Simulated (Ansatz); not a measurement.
Cost and result for the atomization energy of AlH7O2Si2, SMILES `[SiH3][O][AlH][O][SiH3]` (12 atoms, 11 bonds).

```xyz
12

Si   -0.3485    2.5676    0.3088
O    -0.2691    1.3760   -0.7944
Al   -0.1066   -0.1193   -1.5369
O     0.1718   -1.4868   -0.6060
Si    0.4148   -2.4937    0.6472
H     0.4586    3.7293   -0.1479
H    -1.7605    2.9987    0.4845
H     0.1779    2.1059    1.6219
H    -0.2144   -0.2384   -3.0929
H    -0.4911   -3.6666    0.5321
H     1.8237   -2.9685    0.6459
H     0.1433   -1.8043    1.9378
```

The species carries charge 0 and has multiplicity 1. Geometry: relaxed with PBE0-D4/def2-TZVP. It is one conformer, not always the lowest. Program: Ansatz. All runs use 4 threads of a server CPU on a shared host. Times are those of one run each, without the atoms' runs, and a repeat can differ threefold. Electronic energies, without spin–orbit coupling; frozen cores. CCSD(T)/CBS adds CCSD(T) − MP2 in def2-TZVPP to the MP2 limit, and its time is that of the two runs behind it. T1 = 0.012. B3LYP takes the VWN-RPA correlation (the form of Gaussian; ORCA's B3LYP/G). HSE06 is the plane-wave form, built on full-range PBE exchange.

CCSD(T)/CBS is a level of theory with its own doubt, some kJ/mol a heavy atom from the limit and from the frozen cores, so smaller differences don't rank the functionals.

| level | functions | wall time | atomization (kJ/mol) | difference from CCSD(T)/CBS | per bond |
| --- | --- | --- | --- | --- | --- |
| revPBE-D4/def2-TZVPP | 286 | 2.3 s | 3998.0 | -165.6 | -15.1 |
| HSE06-D4/def2-TZVPP | 286 | 4 s | 4045.8 | -117.8 | -10.7 |
| CAM-B3LYP-D4/def2-TZVPP | 286 | 4.6 s | 4162.6 | -1.0 | -0.1 |
| r2SCAN-D4/def2-TZVPP (with forces) | 286 | 4.7 s | 4135.2 | -28.4 | -2.6 |
| r2SCANh-D4/def2-TZVPP | 286 | 5.5 s | 4112.2 | -51.4 | -4.7 |
| B3LYP-D4/def2-TZVPP (with forces) | 286 | 5.5 s | 4124.0 | -39.6 | -3.6 |
| CCSD(T)/def2-SVP | 117 | 5.5 s | 3850.3 | -313.3 | -28.5 |
| B2PLYP/def2-TZVPP | 286 | 7 s | 4094.2 | -69.4 | -6.3 |
| B97M-V/def2-TZVPP | 286 | 7.5 s | 4159.4 | -4.2 | -0.4 |
| ωB97M-V/def2-TZVPP (with forces) | 286 | 11 s | 4144.7 | -18.9 | -1.7 |
| MP2/def2-QZVPP | 534 | 26 s | 4169.9 | 6.3 | 0.6 |
| CCSD(T)/def2-TZVPP | 286 | 2.5 min | 4048.1 | -115.5 | -10.5 |
| CCSD(T)/CBS(def2) | – | 3 min | 4163.6 | 0.0 | 0.0 |

From r2SCAN to r2SCAN0 (25 % exact exchange), in def2-TZVPP and without D4, the atomization energy moves by −57.0 kJ/mol: exact exchange takes away binding that semilocal exchange gives to molecules. The D4 term adds +39.7 kJ/mol with B3LYP and +21.3 kJ/mol with PBE0; it sums over pairs of atoms, weighted by their polarisabilities, and B3LYP, whose exchange is more repulsive, gets the larger term. At CCSD(T), def2-SVP lies −313.3 kJ/mol from the extrapolated value and def2-TZVPP −115.5 kJ/mol: correlation converges slowly with the basis, and small sets miss more of it in the bonded molecule than in its fragments.
